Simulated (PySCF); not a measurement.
Calculation: PBE-D3(BJ)/def2-TZVP // TPSS-D3(BJ)/def2-SVP run with PySCF 2.14.0. All species are isolated molecules in the gas phase. One relaxed conformer stands for a flexible species; it need not be the lowest. 

Reference species: [Zn(F)2] (neutral, multiplicity 1).

```json
{
  "charge on the central atom (Mulliken)": "0.83 e",
  "HOMO–LUMO gap": "5.61 eV"
}
```

Changed species: [Zn(F)(OH)] (1 of 2 F replaced by OH; the reference has 0 of 2 F replaced by OH).

What does the change do to the charge on the central atom (Mulliken) and HOMO–LUMO gap?

the charge on the central atom (Mulliken) decreases by 0.17 e, to 0.66 e; the HOMO–LUMO gap drops by 0.95 eV, to 4.66 eV.
